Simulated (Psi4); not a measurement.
C3H10ClNSi3, singlet, geometry from GFN2-xTB; Psi4 with MP2/STO-3G.

Psi4 was given this input:
```
memory 2 GB

molecule mol {
0 1
  Cl    2.639897    0.070628    1.261387
  Si    2.450395    0.746931   -0.635021
  C     0.690988    0.552272   -1.263458
  C    -0.406076    0.128095   -0.630724
  Si   -0.588097   -0.443303    1.160987
  C    -2.480031   -0.734293    1.158101
  N    -2.950939   -0.753824   -0.213309
  Si   -2.100182    0.024994   -1.474645
  H     2.838674    2.158531   -0.633218
  H     3.369429   -0.032049   -1.466184
  H     0.584500    0.839902   -2.307929
  H     0.100549   -1.709876    1.425758
  H    -0.269004    0.585257    2.156205
  H    -2.734503   -1.685681    1.634371
  H    -2.994682    0.044956    1.734887
  H    -3.936374   -0.946850   -0.297338
  H    -2.551144    1.381646   -1.838942
  H    -2.128043   -0.836903   -2.660037
}

set basis sto-3g
set reference rhf
set freeze_core true
set mp2_type conv
set scf_type pk
set puream true
set d_convergence 1e-8

energy('mp2')
print_variables()
```

### Question
Predict the main parts of the log of this Psi4 run.

### Answer

```
   => Loading Basis Set <=

    Name: STO-3G
    Role: ORBITAL
    Keyword: BASIS

         ---------------------------------------------------------
                                   SCF
               by Justin Turney, Rob Parrish, Andy Simmonett
                          and Daniel G. A. Smith
                              RHF Reference
         ---------------------------------------------------------

  ==> Geometry <==

    Molecular point group: c1
    Full point group: C1

    Geometry (in Angstrom), charge = 0, multiplicity = 1:

       Center              X                  Y                   Z               Mass
    ------------   -----------------  -----------------  -----------------  -----------------
         CL           2.582828085170     0.069186460801     1.241954052891    34.968852682000
         SI           2.393326085170     0.745489460801    -0.654453947109    27.976926534650
         C            0.633919085170     0.550830460801    -1.282890947109    12.000000000000
         C           -0.463144914830     0.126653460801    -0.650156947109    12.000000000000
         SI          -0.645165914830    -0.444744539199     1.141554052891    27.976926534650
         C           -2.537099914830    -0.735734539199     1.138668052891    12.000000000000
         N           -3.008007914830    -0.755265539199    -0.232741947109    14.003074004430
         SI          -2.157250914830     0.023552460801    -1.494077947109    27.976926534650
         H            2.781605085170     2.157089460801    -0.652650947109     1.007825032230
         H            3.312360085170    -0.033490539199    -1.485616947109     1.007825032230
         H            0.527431085170     0.838460460801    -2.327361947109     1.007825032230
         H            0.043480085170    -1.711317539199     1.406325052891     1.007825032230
         H           -0.326072914830     0.583815460801     2.136772052891     1.007825032230
         H           -2.791571914830    -1.687122539199     1.614938052891     1.007825032230
         H           -3.051750914830     0.043514460801     1.715454052891     1.007825032230
         H           -3.993442914830    -0.948291539199    -0.316770947109     1.007825032230
         H           -2.608212914830     1.380204460801    -1.858374947109     1.007825032230
         H           -2.185111914830    -0.838344539199    -2.679469947109     1.007825032230

  Running in c1 symmetry.

  Rotational constants: A =      0.06600  B =      0.01963  C =      0.01545 [cm^-1]
  Rotational constants: A =   1978.67887  B =    588.47263  C =    463.13894 [MHz]
  Nuclear repulsion =  689.600773871996353

  Charge       = 0
  Multiplicity = 1
  Electrons    = 94
  Nalpha       = 47
  Nbeta        = 47

  ==> Algorithm <==

  SCF Algorithm Type is PK.
  DIIS enabled.
  MOM disabled.
  Fractional occupation disabled.
  Guess Type is SAD.
  Energy threshold   = 1.00e-08
  Density threshold  = 1.00e-08
  Integral threshold = 1.00e-12

  ==> Primary Basis <==

  Basis Set: STO-3G
    Blend: STO-3G
    Number of shells: 42
    Number of basis functions: 66
    Number of Cartesian functions: 66
    Spherical Harmonics?: true
    Max angular momentum: 1

  ==> Integral Setup <==

  Using in-core PK algorithm.
   Calculation information:
      Number of atoms:                  18
      Number of AO shells:              42
      Number of primitives:            126
      Number of atomic orbitals:        66
      Number of basis functions:        66

      Integral cutoff                 1.00e-12
      Number of threads:                 1

  Performing in-core PK
  Using 4890732 doubles for integral storage.
  We computed 277848 shell quartets total.
  Whereas there are 408156 unique shell quartets.

  ==> DiskJK: Disk-Based J/K Matrices <==

    J tasked:                  Yes
    K tasked:                  Yes
    wK tasked:                  No
    Schwarz Cutoff:          1E-12

[...]
  @RHF Final Energy: -1483.25453778101155
    Total Energy =                      -1483.2545377810115497
  DIE_IF_NOT_CONVERGED          => (empty)
[...]
  PARENT_SYMMETRY               => (empty)
  PCG_BETA_TYPE                 => (empty)
  PCG_CONVERGENCE               => (empty)
  PCG_MAXITER                   => (empty)
  PCM                           => (empty)
  PE                            => (empty)
  PRINT                         => (empty)
  PRINT_NOONS                   => (empty)
  PROPERTIES                    => (empty)
  PROPERTIES_ORIGIN             => (empty)
  PUREAM                        => TRUE            !
  QC_MODULE                     => (empty)
  RAS1                          => (empty)
  RAS2                          => (empty)
  RAS3                          => (empty)
  RAS4                          => (empty)
  RELATIVISTIC                  => (empty)
  RELAXED                       => (empty)
  REMP_A                        => (empty)
  RESTRICTED_DOCC               => (empty)
  RESTRICTED_UOCC               => (empty)
  RMS_MOGRAD_CONVERGENCE        => (empty)
  R_CONVERGENCE                 => (empty)
  SCF_TYPE                      => PK              !
  SCREENING                     => (empty)
  SCS_TYPE                      => (empty)
  SOCC                          => (empty)
  SOS_TYPE                      => (empty)
  SPIN_SCALE_TYPE               => NONE            !
  SS_SCALE                      => (empty)
  SYMMETRIZE                    => (empty)
  TPDM_ABCD_TYPE                => (empty)
  WFN                           => (empty)
  WFN_TYPE                      => OMP2            !
  WRITER_FILE_LABEL             => (empty)
  ZORA_BASIS_TOLERANCE          => (empty)
  ZORA_NR_DEBUG                 => (empty)
  ZORA_PRUNING_SCHEME           => (empty)
  ZORA_RADIAL_POINTS            => (empty)
  ZORA_SPHERICAL_POINTS         => (empty)

 ==============================================================================
 ==============================================================================
 ==============================================================================

                             MP2
                    Program Written by Ugur Bozkaya,
              Additional Contributions by J. P. Misiewicz

 ==============================================================================
 ==============================================================================
 ==============================================================================

	MO spaces per irreps...

	IRREP   FC    OCC   VIR  FV
	==============================
	   A    24    23    19    0
	==============================

	Cost of iabc is      0 MB
	Cost of abcd is      0 MB
	Switching to the incore algorithm for iabc..
	Switching to the incore algorithm for abcd..

	Computing MP2 energy using SCF MOs (Canonical MP2)...
	==============================================================================
	Nuclear Repulsion Energy (a.u.)    :   689.60077387199635
	SCF Energy (a.u.)                  : -1483.25453778101155
	REF Energy (a.u.)                  : -1483.25453778101155
	Alpha-Alpha Contribution (a.u.)    :    -0.02362489101786
	Alpha-Beta Contribution (a.u.)     :    -0.28640146025544
	Beta-Beta Contribution (a.u.)      :    -0.02362489101786
	Scaled_SS Correlation Energy (a.u.):    -0.01574992734524
	Scaled_OS Correlation Energy (a.u.):    -0.34368175230653
	SCS-MP2 Total Energy (a.u.)        : -1483.61396946066316
	SOS-MP2 Total Energy (a.u.)        : -1483.59821953331812
	SCSN-MP2 Total Energy (a.u.)       : -1483.33769739739455
	SCS-MP2-VDW Total Energy (a.u.)    : -1483.64475654115631
	SOS-PI-MP2 Total Energy (a.u.)     : -1483.65549982536913
	MP2 Correlation Energy (a.u.)      :    -0.33365124229116
	MP2 Total Energy (a.u.)            : -1483.58818902330268
	==============================================================================

  Variable Map:
  ----------------------------------------------------------------------------
[...]
  Array Variable Map:
  ----------------------------------------------------------------------------
[...]
[...]
```
